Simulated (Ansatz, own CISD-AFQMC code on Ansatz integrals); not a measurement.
CH6Si3, SMILES `C1[SiH]=[SiH][SiH2]1` (charge 0, multiplicity 1).

Cartesian coordinates (Å):
SMILES: C1[SiH]=[SiH][SiH2]1
```xyz
10

C     -1.0863    -0.4869    -0.1341
Si     0.5460    -1.3580    -0.4746
Si     1.7891     0.2912     0.0491
Si    -0.3108     1.1711     0.4051
H     -1.7203    -0.3725    -1.0166
H     -1.6732    -0.9420     0.6672
H      0.6329    -2.7652    -0.9529
H      3.2283     0.6294     0.1227
H     -0.7331     2.3000    -0.4702
H     -0.6726     1.5327     1.8042
```
Charge 0, spin multiplicity 1.

Frozen-core correlation energies in cc-pVDZ at a geometry from PBE0-D3(BJ)/def2-TZVP, on an HF energy of -908.08422 Ha (<S^2> = 0.00, restricted and unstable towards unrestricted orbitals). Wave-function levels are from Ansatz, the walk from an own CISD-AFQMC code on Ansatz integrals (time step 0.005/Ha, trial state from CCSD amplitudes, largest double 0.13).

```tsv
level	correlation energy (mHa)
MP2	-432.1
CCSD	-489.2
CCSD(T)	-509.0
```

What correlation energy does phaseless AFQMC give, and where does it lie among these levels?

-511.8 ± 0.4 mHa (one standard error). AFQMC minus each level: MP2 -79.8 mHa, CCSD -22.7 mHa, CCSD(T) -2.8 mHa.
